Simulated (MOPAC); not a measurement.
MOPAC input (PM6):

```
PM6 PRECISE GNORM=0.05 LET XYZ GEO-OK AUX(PRECISION=9) THREADS=1
CH7NSi

C    -1.61259100 1    0.40663200 1   -0.40219200 1
N    -0.48680100 1    0.22901600 1    0.50365600 1
Si    1.06784200 1   -0.29760500 1   -0.00860500 1
H    -2.15712400 1   -0.52205100 1   -0.61377400 1
H    -1.25332800 1    0.80154800 1   -1.35485800 1
H    -2.32248000 1    1.13263300 1    0.00054800 1
H    -0.76188600 1    0.02694800 1    1.45217600 1
H     1.11728800 1   -1.67941400 1   -0.56648300 1
H     1.54781700 1    0.60912900 1   -1.07979000 1
H     1.96307400 1   -0.24522700 1    1.17020300 1
```

From the output:

```
                                                       MOPAC v23.2.5 Linux

          FINAL HEAT OF FORMATION =        -11.67834 KCAL/MOL =     -48.86216 KJ/MOL

          COSMO AREA              =        111.31 SQUARE ANGSTROMS
          COSMO VOLUME            =         98.29 CUBIC ANGSTROMS

          GRADIENT NORM           =          0.04421          =       0.01398 PER ATOM
          IONIZATION POTENTIAL    =          9.343577 EV
          HOMO LUMO ENERGIES (EV) =         -9.344  0.326
          NO. OF FILLED LEVELS    =         10
          MOLECULAR WEIGHT        =         61.1585         POINT GROUP:  Cs

          MOLECULAR DIMENSIONS (Angstroms)

            Atom       Atom       Distance
            H    10    H     6     4.59038
            H     7    H     9     3.24801
            H     7    H     8     2.08055

          SCF CALCULATIONS        =         55

   ATOM   CHEMICAL          X               Y               Z
  NUMBER   SYMBOL      (ANGSTROMS)     (ANGSTROMS)     (ANGSTROMS)

     1       C         -1.64257182  *   0.37945223  *  -0.40793035  *
     2       N         -0.50461067  *   0.11201266  *   0.50097636  *
     3      Si          1.10527518  *  -0.25577953  *  -0.01562869  *
     4       H         -2.45579322  *  -0.35222763  *  -0.25363179  *
     5       H         -1.33801048  *   0.31487064  *  -1.46887654  *
     6       H         -2.05339233  *   1.39185377  *  -0.24429064  *
     7       H         -0.79098435  *   0.17235014  *   1.47722200  *
     8       H          1.16027585  *  -1.47592014  *  -0.83199220  *
     9       H          1.69096424  *   0.82675535  *  -0.81770187  *
    10       H          1.89258838  *  -0.44490460  *   1.21416796  *

                             CARTESIAN COORDINATES

   1    C       -1.642571823     0.379452233    -0.407930345
   2    N       -0.504610669     0.112012659     0.500976361
   3   Si        1.105275184    -0.255779525    -0.015628686
   4    H       -2.455793217    -0.352227627    -0.253631793
   5    H       -1.338010477     0.314870639    -1.468876538
   6    H       -2.053392327     1.391853769    -0.244290637
   7    H       -0.790984349     0.172350140     1.477221997
   8    H        1.160275848    -1.475920139    -0.831992199
   9    H        1.690964239     0.826755350    -0.817701868
  10    H        1.892588380    -0.444904596     1.214167963

           Empirical Formula: C H7 N Si  =    10 atoms

      MOLECULAR POINT GROUP   :   Cs

                  EIGENVALUES
 -30.72349 -23.74532 -18.62462 -16.30372 -14.85042 -14.25830 -12.38051 -11.27223
 -11.09766  -9.34358   0.32637   1.23028   1.26373   1.58834   2.41618   2.52767
   4.22157   4.95772   5.08475   5.14959   5.34789   5.37809   6.06189   6.75260

              NET ATOMIC CHARGES AND DIPOLE CONTRIBUTIONS

  ATOM NO.   TYPE          CHARGE      No. of ELECS.   s-Pop       p-Pop       d-Pop
    1          C          -0.278507        4.2785     1.08068     3.19783
    2          N          -0.556429        5.5564     1.49765     4.05878
    3         Si           0.207454        3.7925     1.16453     1.77056     0.85746
    4          H           0.137278        0.8627     0.86272
    5          H           0.151049        0.8490     0.84895
    6          H           0.137276        0.8627     0.86272
    7          H           0.249318        0.7507     0.75068
    8          H          -0.017209        1.0172     1.01721
    9          H          -0.017208        1.0172     1.01721
   10          H          -0.013021        1.0130     1.01302
 DIPOLE           X         Y         Z       TOTAL
 POINT-CHG.    -0.598     0.140    -0.373     0.719
 HYBRID        -1.222     0.279     0.462     1.336
 SUM           -1.820     0.419     0.089     1.870

          ATOMIC ORBITAL ELECTRON POPULATIONS

     Atom    s        px        py        pz      x^2-y^2     xz        z^2       yz        xy
    1  C   1.08068   0.99333   1.13863   1.06587
    2  N   1.49765   1.21042   1.70566   1.14270
    3 Si   1.16453   0.39304   0.69820   0.67932   0.17599   0.19177   0.06481   0.23357   0.19131
    4  H   0.86272
    5  H   0.84895
    6  H   0.86272
    7  H   0.75068
    8  H   1.01721
    9  H   1.01721
   10  H   1.01302

 **********************
 *                    *
 * JOB ENDED NORMALLY *
 *                    *
 **********************

 == MOPAC DONE ==
```

The geometry given is a B3LYP-D3(BJ)/def2-TZVP minimum.
